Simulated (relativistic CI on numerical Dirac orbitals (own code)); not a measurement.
## Slater and spin-orbit integrals, Te XXXIV

Calculated at this level of theory: Dirac-Coulomb-Breit CI, orbitals from a KLI potential per configuration, model QED, unscaled Slater integrals (own radial code, finite nucleus).

Slater integrals F^k, G^k are unscaled and averaged over j, outside the closed core [Ne]; ζ comes from projecting the Hamiltonian with its Breit term on Σ l·s of the shell.

- 3s²3p⁶3d: ζ(3d) = 44906 cm⁻¹; <r>(3d) = 0.2571, <r^2>(3d) = 0.07659 (bohr units).
- 3s²3p⁵3d²: ζ(3p) = 337450, F^2(3d,3d) = 396880, F^4(3d,3d) = 256390, F^2(3p,3d) = 343930, G^1(3p,3d) = 367020, G^3(3p,3d) = 245230, ζ(3d) = 44338 cm⁻¹; <r>(3p) = 0.2891, <r^2>(3p) = 0.09652, <r>(3d) = 0.2576, <r^2>(3d) = 0.07689 (bohr units).
- 3s3p⁶3d²: F^2(3d,3d) = 396490, F^4(3d,3d) = 256130, G^2(3s,3d) = 275740, ζ(3d) = 44626 cm⁻¹; <r>(3s) = 0.2967, <r^2>(3s) = 0.1003, <r>(3d) = 0.2578, <r^2>(3d) = 0.07704 (bohr units).

Q: Give the Racah parameters of the d shell in 3s²3p⁵3d².

A: B = F²/49 − 5F⁴/441 = 5193 cm⁻¹ and C = 35F⁴/441 = 20349 cm⁻¹.

Averages of the first 10 configurations, taken without configuration mixing, which lowers the lowest level and can move excited configurations by several eV; other configurations of the list can lie among them:

```
Configuration  Parity  States  Average energy above the lowest level (eV)
     3s²3p⁶3d    even      10                                         8.9
    3s²3p⁵3d²     odd     270                                       208.4
     3s3p⁶3d²    even      90                                       379.9
     3s²3p⁶4s    even       2                                       839.8
     3s²3p⁶4p     odd       6                                       902.5
     3s²3p⁶4d    even      10                                       983.1
   3s²3p⁵3d4s     odd     120                                      1032.4
     3s²3p⁶4f     odd      14                                      1049.1
   3s²3p⁵3d4p    even     360                                      1095.3
       3p⁶3d³    even     120                                       758.4
```
